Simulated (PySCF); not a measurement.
**Frontier orbitals and the lowest excitations**

Compound: C6H9NO.
Atom-mapped SMILES: `[CH3:1][C:2]1=[CH:3][C@@H:4]1[N:5]([CH3:6])[CH:7]=[O:8]` (hydrogens: H9, H10, H11 on C1; H12 on C3; H13 on C4; H14, H15, H16 on C6; H17 on C7)

Structure used (GFN2-xTB), in Å, numbered top down from 1:
```
atom  x, y, z in Å
C1     2.2940    1.1614    0.0377
C2     1.2221    0.3156   -0.4873
C3     0.4051   -0.0731   -1.4241
C4     0.2695   -0.7812   -0.1111
N5    -0.8589   -0.4833    0.7300
C6    -2.1793   -0.5963    0.1531
C7    -0.7089   -0.0946    2.0063
O8    -1.6027    0.1832    2.7712
H9     1.9085    1.7823    0.8469
H10    2.6960    1.8034   -0.7438
H11    3.0931    0.5409    0.4436
H12    0.0199   -0.0113   -2.4106
H13    0.6178   -1.8087   -0.0054
H14   -2.3452   -1.6115   -0.2119
H15   -2.2922    0.1057   -0.6761
H16   -2.9031   -0.3611    0.9312
H17    0.3571   -0.0595    2.3001
```

Computed, not measured: PySCF 2.14.0, density-fitted response routines, TDDFT PBE0/def2-SVPD, vertical, gas phase, core orbitals frozen in the response.

Kohn–Sham orbitals with the atoms that hold most of them (Löwdin shares over 4%, at most four atoms; ? is withheld):

| orbital | ε (eV) | atoms |
| --- | --- | --- |
| LUMO+2 | 0.64 | C7 30%, O8 20%, N5 12%, H17 10% |
| LUMO+1 | 0.54 | C1 23%, C3 10%, H10 8%, H9 8% |
| LUMO | -0.21 | ? |
| HOMO | -7.05 | ? |
| HOMO-1 | -7.24 | O8 64%, C7 13%, H17 6%, N5 6% |
| HOMO-2 | -7.95 | C3 31%, C2 27%, C4 12%, H13 6% |
| HOMO-3 | -8.86 | C4 35%, C2 17%, C3 16%, C1 8% |

Question: Give the leading atoms of the HOMO.

Answer: N5 (bonded to 3 C) 41%; O8 (bonded to C) 26%; C7 (bonded to N, O and H) 7%; C6 (bonded to N and 3 H) 6%. By element: nitrogen 41%, oxygen 26%, carbon 13% or more.

Question: Give the leading atoms of the LUMO.

Answer: C3 (bonded to 2 C and H) 34%; C2 (bonded to 3 C) 33%; H12 (bonded to C) 8%; C1 (bonded to C and 3 H) 8%. By element: carbon 74% or more, hydrogen 8% or more.

Question: How does S1 compare with the orbital gap of 6.83 eV?

Answer: S1 is at 5.61 eV (f = 0.0017), 1.22 eV below the gap, made of HOMO→LUMO (96%). 

Question: Give energy, strength and leading configuration of S1, S3 and S4, and follow the Löwdin shares of the leading atoms from the occupied to the empty orbital.

Answer: 
- S1 (5.61 eV, f 0.0017), HOMO→LUMO (96%): N5 41% → at most 8%, O8 26% → at most 8%, C3 at most 7% → 34%, C2 at most 7% → 33%
- S3 (6.15 eV, f 0.0044), HOMO-1→LUMO (90%): O8 64% → at most 8%, C7 13% → at most 8%, C3 at most 7% → 34%, C2 at most 7% → 33%
- S4 (6.62 eV, f 0.014), HOMO→LUMO+1 (79%): N5 41% → at most 9%, O8 26% → at most 9%, C1 at most 7% → 23%, C3 at most 7% → 10%

One conformer stands for the species.
